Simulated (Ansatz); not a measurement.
Species: C$_{2}$H$_{5}$Si, charge 0, doublet. C2H5Si (SMILES C=[C][SiH3], doublet).
B3LYP-D3(BJ)/def2-TZVP minimum from Ansatz (a first-principles code):
```
C
C 1 1.3013
H 2 1.0906 1 122.63
H 2 1.0931 3 115.08 1 180.00
Si 1 1.8153 2 160.83 3 180.00
H 5 1.4801 1 109.14 2 -120.18
H 5 1.4801 6 109.51 1 119.42
H 5 1.4874 6 108.63 7 118.50
```
Charge 0, spin multiplicity 2.

Total energies in hartree (Ansatz). Open shells are spin-unrestricted; no spin-orbit coupling. Correlated methods leave the cores frozen. No relativity. Where a partner has so few electrons that a lower coupled-cluster level is exact, that level stands in. The UHF reference of C2H5Si (C=[C][SiH3], doublet) is spin-contaminated (<S^2> up to 0.19 over the pure value in the sets run).

```tsv
species	HF/cc-pV(T+d)Z	CCSD(T)/cc-pV(T+d)Z	HF/cc-pV(Q+d)Z	CCSD(T)/cc-pV(Q+d)Z	CCSD(T)/cc-pV(D+d)Z	CCSDT(Q)/cc-pV(D+d)Z
1: C2H5Si (SMILES C=[C][SiH3], doublet)	-367.54591	-368.02390	-367.55461	-368.05721	-367.91005	-367.91263
2: Si (triplet)	-288.85649	-288.93344	-288.85845	-288.93781	-288.91643	-288.91690
3: C (triplet)	-37.69157	-37.78076	-37.69331	-37.78654	-37.76038	-37.76071
4: H (doublet)	-0.49981	-0.49981	-0.49995	-0.49995	-0.49928	-0.49928
```

Question: Work out the atomisation energy (electronic, to ground-state atoms) in kcal/mol: take Hartree-Fock from cc-pV(Q+d)Z, extrapolate the CCSD(T) correlation energy as X^-3 (X = 3, 4), and add CCSDT(Q) - CCSD(T) in cc-pV(D+d)Z. 1 hartree = 627.51 kcal/mol.

Answer: 
Species 1: correlation (64·(-0.50260) - 27·(-0.47799))/37 = -0.52056; step -0.00258; E1 = -367.55461 + (-0.52056) + (-0.00258) = -368.07775
Species 2: correlation (64·(-0.07936) - 27·(-0.07695))/37 = -0.08112; step -0.00047; E2 = -288.85845 + (-0.08112) + (-0.00047) = -288.94004
Species 3: correlation (64·(-0.09323) - 27·(-0.08919))/37 = -0.09618; step -0.00033; E3 = -37.69331 + (-0.09618) + (-0.00033) = -37.78982
Species 4: correlation (64·(0.00000) - 27·(0.00000))/37 = 0.00000; step +0.00000; E4 = -0.49995 + (0.00000) + (+0.00000) = -0.49995
-1·E1 +1·E2 +2·E3 +5·E4 = 1.05832 hartree = 664.1 kcal/mol.
